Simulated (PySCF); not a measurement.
2-chloropent-1-en-4-yne (C₅H₅Cl), SMILES C#CCC(=C)Cl.

Geometry: B3LYP-D3(BJ)/def2-SVP. The values are those of a single conformer.

All values below come from PBE/def2-TZVP (PySCF).

Gas-phase values at a fixed geometry.

Computed frontier levels, gap, dipole moment and polarisability:
```json
{
 "highest_occupied_level": "-6.38 eV",
 "lowest_empty_level": "-1.40 eV",
 "orbital_gap": "4.98 eV",
 "dipole_moment": "1.46 D",
 "quadrupole, principal values (traceless, Buckingham form, about the centre of nuclear charge)": "-3.34, -1.74, 5.08 D·Å",
 "mean_static_polarisability": "70.6 bohr³ (10.45 Å³)",
 "polarisability_principal_values": "53.0, 67.7, 91.0 bohr³"
}
```
